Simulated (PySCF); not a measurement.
Electron correlation in Kr+ (krypton, charge +1)

[Ar] 3d10 4s2 4p4 4d1, one real determinant (an excited configuration). Calculation: PySCF 2.14, in aug-cc-pwCVDZ-PP with ECP10MDF (6s5p4d1f, 48 functions); a scalar-relativistic core potential. Frozen: 3s2 3p6 3d10; 7 electrons correlated.

```json
{"level": "CCSD", "correlation energy (mhartree)": "-101.75"}
{"level": "(T)", "correlation energy (mhartree)": "-4.61"}
{"level": "CCSD(T)", "correlation energy (mhartree)": "-106.36"}
```

Diagnostics: T1 = 0.0054, D1 = 0.0183, largest double amplitude 0.184.

The real determinant used has ⟨L²⟩ near 8 against 12 for a pure F term, so it mixes terms. The outer electron is Rydberg-like, and this basis confines it to a smaller radius and binds it less than a complete one would. A double-excitation amplitude exceeds 0.15, a sign of near-degeneracy.

Cost of the coupled-cluster step: about 1.2 core-seconds, for 7 correlated electrons.

Iterations:

```
CC2 = 0
CCSD nocc = (np.int64(5), np.int64(2)), nmo = (39, 39)
frozen orbitals [[0, 1, 2, 3, 4, 5, 6, 7, 8], [0, 1, 2, 3, 4, 5, 6, 7, 8]]
max_cycle = 100
direct = 0
conv_tol = 1e-08
conv_tol_normt = 1e-06
diis_space = 8
diis_start_cycle = 0
Init t2, MP2 energy = -0.0799448429529854
Init E_corr(UCCSD) = -0.079944842966026
cycle = 1  E_corr(UCCSD) = -0.093026675344158  dE = -0.0130818324  norm(t1,t2) = 0.0419843
cycle = 2  E_corr(UCCSD) = -0.0962262970492532  dE = -0.00319962171  norm(t1,t2) = 0.0247153
cycle = 3  E_corr(UCCSD) = -0.0990368575400059  dE = -0.00281056049  norm(t1,t2) = 0.0205125
cycle = 4  E_corr(UCCSD) = -0.101252046385826  dE = -0.00221518885  norm(t1,t2) = 0.0154353
cycle = 5  E_corr(UCCSD) = -0.101751510943385  dE = -0.000499464558  norm(t1,t2) = 0.00306604
cycle = 6  E_corr(UCCSD) = -0.101743569467902  dE = 7.94147548e-06  norm(t1,t2) = 0.000547063
cycle = 7  E_corr(UCCSD) = -0.101753818682871  dE = -1.0249215e-05  norm(t1,t2) = 0.000119953
cycle = 8  E_corr(UCCSD) = -0.101750819698364  dE = 2.99898451e-06  norm(t1,t2) = 2.61684e-05
cycle = 9  E_corr(UCCSD) = -0.101750947527711  dE = -1.27829346e-07  norm(t1,t2) = 6.33079e-06
cycle = 10  E_corr(UCCSD) = -0.101751058740163  dE = -1.11212452e-07  norm(t1,t2) = 1.27501e-06
cycle = 11  E_corr(UCCSD) = -0.101751066807017  dE = -8.0668538e-09  norm(t1,t2) = 2.97781e-07
UCCSD converged
E(UCCSD) = -461.2515179695455  E_corr = -0.1017510668070168
UCCSD(T) correction = -0.0046080831058774
```

The reference is one real determinant that mixes LS terms of this configuration.
